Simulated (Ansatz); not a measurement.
`C[S][Sn][OH]` → C• + 4 H• + O• + S• + Sn•  (atomization)

Isolated molecules relaxed with PBE0-D4/def2-TZVP in Ansatz; ΔE leaves out vibrations. CBS: MP2 limit from def2 TZ/QZ plus the TZ coupled-cluster correction, frozen cores. This one scheme is used for every species, atoms too. Functionals use def2-TZVPP. Open shells (•) are unrestricted, without spin–orbit coupling. Spin–orbit coupling would lower the free atoms: a little for C, O, S; strongly for Sn. def2 core potentials past Kr. Bonds to Sn are less sure, by a few kJ/mol each and by 10 to 20 or more in all where they break to atoms, as the def2 sets lack core-valence functions. Each species was taken in one conformer, which may not be the lowest.

`C[S][Sn][OH]`:

Cartesian coordinates in Å:
```
C -0.641 0.768 -0.467
S -1.337 -0.010 1.016
Sn 0.341 -1.622 1.753
O 1.699 -1.311 0.346
H 0.291 1.288 -0.244
H -1.366 1.502 -0.819
H -0.483 0.037 -1.262
H 1.496 -0.652 -0.323
```

| level | ΔE (kJ/mol) |
| --- | --- |
| r2SCAN0-D4 | 2679.3 |
| HF/def2-SVP | 1840.9 |

What does CCSD(T)/CBS give? (Best estimate.)

Ansatz gave: +2755.4 kJ/mol. The listed levels differ from it by -76.1, -914.5 kJ/mol.

Largest T1 diagnostic among the species: 0.016.

At CCSD(T), def2-SVP lies −243.9 kJ/mol from the extrapolated value and def2-TZVPP −100.5 kJ/mol: correlation converges slowly with the basis, and small sets miss more of it in the bonded molecule than in its fragments. Leaving LDA and LC-ωPBE aside and taking each functional with its dispersion term where it has one, the values, not all of them listed here, spread over 181.5 kJ/mol, from BHLYP-D4 to PBE-D4. LDA lies +389.0 kJ/mol from PBE without D4, its usual overbinding. From r2SCAN to r2SCAN0 (25 % exact exchange), in def2-TZVPP and without D4, ΔE moves by −68.3 kJ/mol: exact exchange takes away binding that semilocal exchange gives to molecules.

For atomizations the MP2-based limit and the directly extrapolated one differ by several kJ/mol either way, and by 10 to 25 for some Ge, Se and Sn compounds, so smaller differences from it don't rank the levels.
